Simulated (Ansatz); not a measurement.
Geometry optimisation, RHF/def2-SVPD in Ansatz.

input.yaml

```yaml
crystal:
  periodic: [false, false, false]
  atoms:
    - { symbol: Ge, position_ang: [0.0, 0.0, 0.0] }
    - { symbol: H, position_ang: [0.7476, 0.0, 1.5822] }
    - { symbol: Cl, position_ang: [2.3434, 0.0, 0.6042] }
    - { symbol: O, position_ang: [-0.8337, 1.4443, -0.5894] }
    - { symbol: H, position_ang: [-1.7915, 1.2136, -0.8118] }
    - { symbol: F, position_ang: [-0.7913, -1.3709, -0.5594] }
basis:
  gaussian: { orbitals: def2-SVPD }
hamiltonian:
  xc: hf
relax:
  f_tol: 0.15
  max_steps: 25
  restrain:
    - { distance: [1, 2], at: 1.37, k: 30.0 }
    - { distance: [0, 1], at: 2.75, k: 30.0 }
    - { distance: [0, 2], at: 3.42, k: 30.0 }
```

Launched with:

```bash
$ ansatz run input.yaml --threads 2 --pin off --max-ram 3072MiB --backend cpu --events-out ev --progress --plain --runs-dir out
```

Where does it end, and by what steps?

The run converged. The restraints hold the end off the free minimum; the threshold counts their pulls, which the force column leaves out. Restrained pairs: H2–Cl3 (1.87 → 1.32 Å), Ge1–H2 (1.75 → 2.76 Å), Ge1–Cl3 (2.42 → 3.42 Å). After 14 steps the energy has fallen by 2.579 eV (the restraints' own energy left out); Ge1 moved furthest, 0.96 Å.

```
step  energy less start (eV)  largest force component (eV/Å)  accepted
   0                  0.0000                           5.470       yes
   1                  1.3839                           7.035       yes
   2                  1.7115                           6.919       yes
   3                  0.6339                           6.047       yes
   4                 -0.9877                           3.487       yes
   5                 -1.9589                           1.667       yes
   6                 -2.2200                           1.727       yes
   7                 -2.2804                           2.925       yes
   8                 -2.5320                           1.345       yes
   9                 -2.5386                           1.314       yes
  10                 -2.5404                           1.305       yes
  11                 -2.5469                           1.305       yes
  12                 -2.5685                           1.204       yes
  13                 -2.5741                           1.193       yes
  14                 -2.5790                           1.228       yes
```

```xyz
6
Properties=species:S:1:pos:R:3
Ge -0.842 -0.119 0.445
H 1.612 -0.110 1.705
Cl 2.550 0.166 0.816
O -1.242 1.333 -0.455
H -1.406 1.257 -1.384
F -0.997 -1.240 -0.900
```

Run time: 43 s on 2 threads of Arm Neoverse V1 (shared host), peak memory 0.3 GiB.
